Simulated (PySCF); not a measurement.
1,2-difluorocyclobutene (C₄H₄F₂), SMILES FC1=C(F)CC1.

Geometry optimised at B3LYP-D3(BJ)/def2-SVP.

Two levels are set side by side: TDDFT-PBE/def2-SVPD (PySCF) and TDDFT-CAM-B3LYP/def2-SVPD (PySCF). Vertical, same geometry. The lowest singlet is HOMO→LUMO+1 99 % with PBE and HOMO→LUMO 83 %, HOMO→LUMO+1 14 % with the other functional; states are paired by order. Differences are taken from unrounded values.

| quantity | TDDFT-PBE |
|---|---|
| lowest singlet excitation (eV) | 5.88 |
| lowest triplet excitation (TDA) (eV) | 4.64 |
| first bright state (f over 0.05) (eV) | 7.27 |
| its oscillator strength | 0.20 |

Q: These are the TDDFT-PBE values. What does TDDFT-CAM-B3LYP give? (The exact figures need the calculation; the answer reports its results.)

A: 
| quantity | TDDFT-CAM-B3LYP | TDDFT-PBE minus TDDFT-CAM-B3LYP |
|---|---|---|
| lowest singlet excitation (eV) | 6.44 | -0.56 |
| lowest triplet excitation (TDA) (eV) | 4.53 | 0.11 |
| first bright state (f over 0.05) (eV) | 7.55 | -0.28 |
| its oscillator strength | 0.23 | -0.03 |

Functionals without exact exchange tend to place singlet excitations lower, as here. Differences between two approximate levels are no errors against the true value.

Rough cost on one machine, each run with all the roots and properties that it gave: TDDFT-CAM-B3LYP against TDDFT-PBE about 8 times.
